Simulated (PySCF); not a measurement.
A thermochemical cycle for SnF

PBE in PySCF with x2c-SVPall on every atom, spin-free X2C, for the lowest determinant that a PBE0 search found; no spin–orbit coupling. SnF, a doublet (π ↑), has De = 5.15 eV to neutral atoms, and SnF⁺, a singlet (closed shell), has De = 5.49 eV to Sn⁺ + F.

At the same level the Sn atom ionises at 7.28 eV.

Problem. What is the adiabatic ionisation energy of the molecule, and does ionisation strengthen or weaken the bond?

Solution. IE = IE(Sn) + De(neutral) − De(ion) = 7.28 + 5.15 − 5.49 = 6.94 eV. De changes by +0.34 eV, so ionisation strengthens the bond.

These are scalar-relativistic numbers at best; spin–orbit coupling would shift them, the dissociation energy most. For an ion De counts to the pair picked by the measured ionisation energies or electron affinities, which need not be the lowest pair at this level. States were picked by a PBE0 search and need not be the measured ground states.
